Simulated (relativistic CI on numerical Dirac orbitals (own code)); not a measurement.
Calculated at this level of theory: Dirac-Coulomb-Breit CI, KLI orbitals optimised for each configuration, a model potential for QED, unscaled Slater integrals (own radial code, finite nucleus).

CI space: 1s², 1s2s, 1s2p, 1s3s, 1s3p, 1s3d, 1s4s, 1s4p, 1s4d, 1s4f, 1s5s, 1s5p, 1s5d, 1s5f, 1s5g, 1s6s, 1s6p, 1s6d. Levels of other configurations are missing.

At this charge energies of transitions that change n are usually good to better than 1 %, and those within a shell (Δn = 0) to a few per cent.

Outline of the computed level scheme of Al XII. Lowest level of each configuration: 1s² ¹S0 at 0.00 eV; 1s2s ³S1 at 1573.76 eV; 1s2p ³P°0 at 1586.81 eV; 1s3s ³S1 at 1861.01 eV; 1s3p ³P°0 at 1864.60 eV; 1s3d ³D1 at 1866.77 eV; 1s4s ³S1 at 1959.73 eV; 1s4p ³P°0 at 1961.21 eV; 1s4d ³D1 at 1962.10 eV.

Some strong electric-dipole decays among the lowest 27 levels: 1s2p ¹P°1 → 1s² ¹S0 (2.8e+13 s⁻¹); 1s3p ¹P°1 → 1s² ¹S0 (8.2e+12 s⁻¹); 1s4p ¹P°1 → 1s² ¹S0 (3.5e+12 s⁻¹); 1s3d ³D3 → 1s2p ³P°2 (1.4e+12 s⁻¹); 1s3d ¹D2 → 1s2p ¹P°1 (1.2e+12 s⁻¹); 1s3d ³D2 → 1s2p ³P°1 (9.6e+11 s⁻¹); 1s3d ³D1 → 1s2p ³P°0 (7.7e+11 s⁻¹); 1s3d ³D1 → 1s2p ³P°1 (5.7e+11 s⁻¹).

LS names give the leading component of a level, which can be under half, so a name can repeat, a term be missing and a line seem to break the LS rules.
